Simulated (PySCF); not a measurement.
## C₆ coefficients of unlike pairs at LC-wPBE

Calculated with PySCF 2.14 from the dipole response of each species, C₆(A,B) = (3/π) ∫ α_A(iu) α_B(iu) du, in atomic units, from isotropic polarisabilities. For ions this is the dispersion term alone; charge-induced terms of lower order in 1/R come first.

| species | configuration | basis | relativity | α (bohr³) | C₆ (like pair) |
| --- | --- | --- | --- | --- | --- |
| P³⁺ | [Ne] 3s2 (1S) | dyall-av3z (19s12p3d2f) | spin-free X2C | 6.789 | 17.08 |
| Mo | [Kr] 4d5 5s1 (7S) | x2c-TZVPPall with one added diffuse shell each of s, p, d, f type (9s7p7d3f1g) | spin-free X2C | 94.71 | 1031 |
| Ti⁺ | [Ar] 3d2 4s1 (4F) | aug-cc-pVTZ-DK (8s7p5d3f2g) | spin-free X2C | 58.46 | 393.4 |

(1) Estimate C₆ for Ti⁺ with Mo.

No spin-orbit coupling is included.

The other pairs:

```csv
pair,C₆
"Ti⁺, P³⁺",72.85
"Mo, P³⁺",119.7
```

## Answers

(1) The integral gives 636.1. The combination rule 2 C_A C_B / (C_A α_B/α_A + C_B α_A/α_B) gives 636.7 and the geometric mean 636.7.
